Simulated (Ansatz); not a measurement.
`CC[AsH][SiH3]` → `[SiH3][AsH2]` + ethylene at 600 K and 1 bar (β-hydride elimination).

Calculated with Ansatz (gas phase, PBE0-D4/def2-TZVP geometries, no zero-point term in ΔE). CBS: MP2 limit from def2 TZ/QZ plus the TZ coupled-cluster correction, frozen cores. This one scheme is used for every species. For As outer-core shells are correlated without core-valence functions, which leaves a few kJ/mol of doubt a bond. Scalar relativity is left out up to krypton. Each species was taken in one conformer, which may not be the lowest.

```json
{"species": "`CC[AsH][SiH3]`", "CCSD(T)/CBS energy (Eh)": "-2605.60659", "H − E (kJ/mol)": "328.1", "S (J/(mol·K))": "469.8"}
{"species": "`[SiH3][AsH2]`", "CCSD(T)/CBS energy (Eh)": "-2527.08228", "H − E (kJ/mol)": "148.3", "S (J/(mol·K))": "356.1"}
{"species": "`C=C`", "CCSD(T)/CBS energy (Eh)": "-78.48111", "H − E (kJ/mol)": "161.6", "S (J/(mol·K))": "257.2"}
```

H − E and S are ideal-gas, rigid-rotor, harmonic terms from PBE0-D4/def2-TZVP, for one conformer and one mirror image of each species. 1 Eh = 2625.50 kJ/mol, R = 8.31446 J/(mol·K).

Question: By hand: ΔE, ΔH, ΔS and ΔG.

Answer: ΔE = (-2527.08228) + (-78.48111) − (-2605.60659) = 0.04320 Eh = 113.4 kJ/mol. Δ(H − E) = 148.3 + 161.6 − 328.1 = -18.2, so ΔH = 95.2 kJ/mol. ΔS = 356.1 + 257.2 − 469.8 = 143.5 J/(mol·K). ΔG = 95.2 − 600 × (143.5)/1000 = 9.1 kJ/mol.

Question: By hand: the equilibrium constant, and the temperature at which ΔG would vanish if ΔH and ΔS stayed fixed.

Answer: log₁₀ K = −ΔG/(RT ln 10) = -0.8. ΔG = 0 at ΔH/ΔS = 663 K.

The number of gas molecules changes by +1, which sets the sign of ΔS. A doubt of 5 kJ/mol in ΔE shifts log₁₀ K by 0.4 here. Other conformers and mirror images would add mixing entropy, several J/(mol·K) or more a flexible species. Modes under 60 cm⁻¹, often nearly free rotors, make the harmonic entropy too high. These are equilibria of isolated gas molecules and say nothing of rates. Largest T1 diagnostic: 0.011 (customary marks: 0.02 for closed shells, 0.045 for open ones).
